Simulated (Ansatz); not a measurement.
Input file for Ansatz (an electronic-structure program): R-wB97X-V/def2-TZVPP on Cl6Te (SMILES Cl[Te](Cl)(Cl)(Cl)(Cl)Cl). Elements past Kr take the def2 small-core potentials; no spin–orbit coupling.

Ansatz 0.2 input:
```yaml
crystal:
  periodic: [false, false, false]
  atoms:
    - {symbol: Te, position_ang: [0.00000000, -0.00000000, 0.00000000]}
    - {symbol: Cl, position_ang: [2.36603073, 0.00000000, 0.00000000]}
    - {symbol: Cl, position_ang: [-2.36603073, -0.00000000, -0.00000000]}
    - {symbol: Cl, position_ang: [0.00000000, 2.36603073, 0.00000000]}
    - {symbol: Cl, position_ang: [-0.00000000, -2.36603073, -0.00000000]}
    - {symbol: Cl, position_ang: [0.00000000, 0.00000000, 2.36603073]}
    - {symbol: Cl, position_ang: [-0.00000000, -0.00000000, -2.36603073]}
basis:
  gaussian:
    orbitals: def2-TZVPP
hamiltonian:
  xc: {name: wB97X-V}
scf: {lower_state_search: off}
```

**Question.** What total energy does the run end on?

**Answer.** -3028.9067 hartree.

**Question.** How many basis functions does it have, and what does it roughly cost on one machine?

**Answer.** 302 functions; roughly 40 core-seconds.
